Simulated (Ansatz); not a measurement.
`F/C(=C(\F)C(F)(F)F)C(F)(F)F`. The species carries charge 0 and has multiplicity 1. All single points use the PBE0-D4/def2-TZVP geometry.

```xyz
12

F    -0.871    2.018   -0.794
C    -0.464    0.823   -0.402
C     0.638    0.730    0.332
F     1.318    1.828    0.610
C     1.267   -0.512    0.926
F     2.168   -1.042    0.098
F     1.890   -0.185    2.053
F     0.360   -1.441    1.206
C    -1.362   -0.300   -0.887
F    -2.048    0.121   -1.944
F    -0.660   -1.370   -1.247
F    -2.236   -0.670    0.049
```

Task: What is the dipole moment at B3LYP/def2-TZVPP? (Best estimate.)

Result: Computed: 0.38 D, with components (0.01, 0.38, -0.02) D in this frame, pointing from negative to positive charge.

Task: And with PBE, r2SCAN, ωB97M-V? (An estimate is asked.)

Result: Ansatz gave: PBE 0.41 D, r2SCAN 0.40 D, ωB97M-V 0.36 D.

Task: Give the Mulliken charges with B3LYP, PBE, ωB97M-V in def2-TZVPP. (An estimate is asked.)

Result: Computed: 
```json
{"atom": "F1", "B3LYP": "-0.15", "PBE": "-0.11", "ωB97M-V": "-0.14"}
{"atom": "C2", "B3LYP": "0.11", "PBE": "0.07", "ωB97M-V": "0.12"}
{"atom": "C3", "B3LYP": "0.11", "PBE": "0.07", "ωB97M-V": "0.11"}
{"atom": "F4", "B3LYP": "-0.15", "PBE": "-0.11", "ωB97M-V": "-0.15"}
{"atom": "C5", "B3LYP": "0.51", "PBE": "0.38", "ωB97M-V": "0.46"}
{"atom": "F6", "B3LYP": "-0.16", "PBE": "-0.12", "ωB97M-V": "-0.15"}
{"atom": "F7", "B3LYP": "-0.15", "PBE": "-0.11", "ωB97M-V": "-0.14"}
{"atom": "F8", "B3LYP": "-0.16", "PBE": "-0.11", "ωB97M-V": "-0.14"}
{"atom": "C9", "B3LYP": "0.51", "PBE": "0.38", "ωB97M-V": "0.46"}
{"atom": "F10", "B3LYP": "-0.15", "PBE": "-0.11", "ωB97M-V": "-0.14"}
{"atom": "F11", "B3LYP": "-0.16", "PBE": "-0.11", "ωB97M-V": "-0.14"}
{"atom": "F12", "B3LYP": "-0.16", "PBE": "-0.11", "ωB97M-V": "-0.14"}
```

B3LYP here is the variant with VWN-RPA as its local correlation; programs differ in this.
